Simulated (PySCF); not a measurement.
**Magnetic susceptibility: `InChI=1S/BH8OPSi2/c1-3-5-2-4/h3H,1,5H2,4H3`**

Molfile (atoms numbered from 1):
```
BH8OPSi2
     RDKit          3D

 13 12  0  0  0  0  0  0  0  0999 V2000
    2.9249    0.2705    0.3668 B   0  0  0  0  0  0  0  0  0  0  0  0
    1.2401    0.9057   -0.0438 P   0  0  0  0  0  0  0  0  0  0  0  0
    0.0960   -0.7729   -0.9883 Si  0  0  0  0  0  4  0  0  0  0  0  0
   -1.5301   -0.4783   -0.9011 O   0  0  0  0  0  0  0  0  0  0  0  0
   -2.7107    0.1017    0.1171 Si  0  0  0  0  0  4  0  0  0  0  0  0
    3.8904    0.9824    0.2453 H   0  0  0  0  0  0  0  0  0  0  0  0
    3.0154   -0.8193    0.8774 H   0  0  0  0  0  0  0  0  0  0  0  0
    1.3735    1.9134   -1.0327 H   0  0  0  0  0  0  0  0  0  0  0  0
    0.4346   -0.9433   -2.4273 H   0  0  0  0  0  0  0  0  0  0  0  0
    0.4668   -1.9822   -0.1981 H   0  0  0  0  0  0  0  0  0  0  0  0
   -3.9821    0.1769   -0.6539 H   0  0  0  0  0  0  0  0  0  0  0  0
   -2.3379    1.4604    0.6119 H   0  0  0  0  0  0  0  0  0  0  0  0
   -2.8818   -0.8159    1.2829 H   0  0  0  0  0  0  0  0  0  0  0  0
  1  2  1  0
  2  3  1  0
  3  4  1  0
  4  5  1  0
  1  6  1  0
  1  7  1  0
  2  8  1  0
  3  9  1  0
  3 10  1  0
  5 11  1  0
  5 12  1  0
  5 13  1  0
M  END
```

Level of theory: PySCF 2.14.0, GIAO wB97X-D/pcSseg-1 magnetisability, rotational g tensor and spin-rotation constants, non-relativistic, gas phase. Geometry: PBE0-D3(BJ)/def2-SVP.

(1) How diamagnetic is it, and how anisotropic?

(2) Split it along the inertial axes a, b, c into diamagnetic and paramagnetic parts about the centre of mass, with the quadrupole moment.

(3) And the rotational g tensor?

Results:

(1) Isotropic -1062 × 10⁻³⁰ J/T², or -64.0 × 10⁻⁶ cm³/mol; principal values -1257, -1054, -876 × 10⁻³⁰ J/T², anisotropy 331 × 10⁻³⁰ J/T² (root of half the summed squared differences of the principal values). The susceptibility is in cgs units.

(2) 
| axis | χ (10⁻⁶ cm³/mol) | diamagnetic (10⁻⁶ cm³/mol) | paramagnetic (10⁻⁶ cm³/mol) | summed x² of all electrons (Å²) | quadrupole Θ (D Å) |
| --- | --- | --- | --- | --- | --- |
| a | -63.8 | -349.0 | 285.2 | 254.5 | -0.80 |
| b | -70.2 | -1191.2 | 1121.1 | 56.0 | -0.29 |
| c | -58.0 | -1317.4 | 1259.4 | 26.3 | +1.10 |

Anisotropies 2χaa − χbb − χcc = +0.6 and 2χbb − χaa − χcc = -18.6 × 10⁻⁶ cm³/mol. Θ is traceless in Buckingham's convention.

(3) 
```
axis  rotational constant (GHz)        g  nuclear part  electronic part
   a                     5.3487  -0.0913        0.6254          -0.7167
   b                     1.0979  -0.0156        0.5627          -0.5782
   c                     0.9750  -0.0198        0.5571          -0.5769
```
Asymmetric top; isotopes 11B, 1H, 16O, 31P, 28Si; no vibrational averaging.
